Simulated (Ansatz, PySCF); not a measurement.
Pair of molecules: HF (SMILES F) (first 2 atoms) with H2S (SMILES S); geometry from B3LYP-D3(BJ)/def2-TZVP.
(charge 0, multiplicity 1):
```xyz
5

F     -0.322     1.230     0.103
H     -0.039     0.652     0.787
S      0.436    -0.714     2.500
H     -0.142     0.091     3.407
H     -0.683    -1.440     2.336
```

Counterpoise-corrected where a basis set is named; no monomer relaxation. Rows marked so take none.

Correlated levels freeze the cores. CBS(a, b) extrapolates the correlation energy as X⁻³ and adds the Hartree–Fock energy of set b. Rows in 3-21G, 6-311+G**, 6-31G*, STO-3G carry no dispersion term and start afresh at each structure (6-31G* with six Cartesian d functions). MP2/6-31G* freezes PySCF's default core.

Run with Ansatz (a quantum-chemistry and plane-wave program); PySCF for 3-21G rows, 6-311+G** rows, 6-31G* rows, STO-3G rows, the dispersion terms. 

Other levels give for the interaction energy: PBE/def2-TZVPPD -26.6; B3LYP/def2-TZVPPD -22.2; B3LYP-D3(BJ)/def2-TZVPPD -25.9; wB97M-V/def2-TZVPPD -23.0; CCSD(T)/CBS(aug-cc-pV(T+d)Z, aug-cc-pV(Q+d)Z) -22.3 kJ/mol.

Common cheap choices:

```json
[
 {"level": "HF/STO-3G (no counterpoise)", "interaction energy (kJ/mol)": "-12.6", "less -22.3 (CCSD(T)/CBS(aug-cc-pV(T+d)Z, aug-cc-pV(Q+d)Z))": "9.7"},
 {"level": "HF/3-21G (no counterpoise)", "interaction energy (kJ/mol)": "-15.0", "less -22.3 (CCSD(T)/CBS(aug-cc-pV(T+d)Z, aug-cc-pV(Q+d)Z))": "7.4"},
 {"level": "HF/6-31G* (no counterpoise)", "interaction energy (kJ/mol)": "-12.3", "less -22.3 (CCSD(T)/CBS(aug-cc-pV(T+d)Z, aug-cc-pV(Q+d)Z))": "10.1"},
 {"level": "B3LYP/3-21G (no counterpoise)", "interaction energy (kJ/mol)": "-25.1", "less -22.3 (CCSD(T)/CBS(aug-cc-pV(T+d)Z, aug-cc-pV(Q+d)Z))": "-2.8"},
 {"level": "B3LYP/6-31G*", "interaction energy (kJ/mol)": "-17.6", "less -22.3 (CCSD(T)/CBS(aug-cc-pV(T+d)Z, aug-cc-pV(Q+d)Z))": "4.7"},
 {"level": "B3LYP/6-31G* (no counterpoise)", "interaction energy (kJ/mol)": "-21.6", "less -22.3 (CCSD(T)/CBS(aug-cc-pV(T+d)Z, aug-cc-pV(Q+d)Z))": "0.8"},
 {"level": "B3LYP/6-311+G** (no counterpoise)", "interaction energy (kJ/mol)": "-24.0", "less -22.3 (CCSD(T)/CBS(aug-cc-pV(T+d)Z, aug-cc-pV(Q+d)Z))": "-1.7"},
 {"level": "MP2/6-31G* (no counterpoise)", "interaction energy (kJ/mol)": "-17.9", "less -22.3 (CCSD(T)/CBS(aug-cc-pV(T+d)Z, aug-cc-pV(Q+d)Z))": "4.4"}
]
```
